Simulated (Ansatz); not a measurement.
All numbers were calculated with Ansatz.

A structure relaxed at PBE0-D4/def2-TZVP, charge 0, multiplicity 1:

```xyz
11

C    -0.604   -0.545   -1.347
Ge   -0.078    0.326    0.290
N     0.579   -0.798    1.535
O     1.049    1.676    0.101
F    -1.500    1.112    0.927
H    -1.272   -1.378   -1.127
H     0.274   -0.916   -1.876
H    -1.128    0.168   -1.984
H     0.805   -1.736    1.245
H     1.285   -0.428    2.153
H     0.590    2.519    0.083
```

(1) Give its formula and SMILES.

(2) Summarise the bond lengths by kind.

## Answers

(1) CH6FGeNO, `[CH3][Ge]([NH2])([OH])[F]`.

(2) 1 × C–Ge 1.927 Å; 3 × C–H 1.090 to 1.091 Å; 1 × Ge–N 1.802 Å; 1 × Ge–O 1.769 Å; 1 × F–Ge 1.746 Å; 2 × H–N 1.007 to 1.008 Å; 1 × H–O 0.961 Å.
